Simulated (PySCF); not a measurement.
Compounds:
1. `InChI=1S/C5H12P2Si/c8-4-6-7-5-2-1-3-5/h5H,1-4H2,8H3`
2. SMILES C=C(C[SiH3])C(=C)COC, C7H14OSi
3. SMILES O=C1[C@H](C)COCC1, C6H10O2
4. `O=C1OCC=C1[SiH3]`, C4H6O2Si
5. SMILES CCO[Si](C)(C)C, C5H14OSi
6. `C=C[C@H]1C(F)=C(C)CN1C`, C8H12FN

One conformer, isolated molecule, no relativistic terms, equivalent nuclei averaged. σ from GIAO-PBE0/pcSseg-1; structure optimised with GFN2-xTB; PySCF.

δ = σ(ref) − σ, references computed at the same level: ¹H (σref 31.72), ¹³C (σref 186.93) vs TMS. Shifts are as computed. Against solution values, carbons near 30 ppm lie about +3 ppm off and those near 130 ppm about +5 ppm. Of 1211 compounds with measured shifts, 218 miss one by over three times the rms of a fit or turn the order of signals round; such compounds aren't used in these exercises.

(1) Which show a ¹H signal between 6.5 and 9 ppm from a carbon-bound hydrogen?

(2) Which show a ¹³C signal above 185 ppm?

(3) Which give exactly 8 ¹³C signals?

Answers

(1) 4 (7.81: hydrogen on a β carbon of a C=C–C=O unit).

(2) 3 (213.5: ketone carbonyl carbon).

(3) 6 (δ 163.9, 150.5, 123.5, 116.7, 77.7, 65.5, 41.8, 11.5).
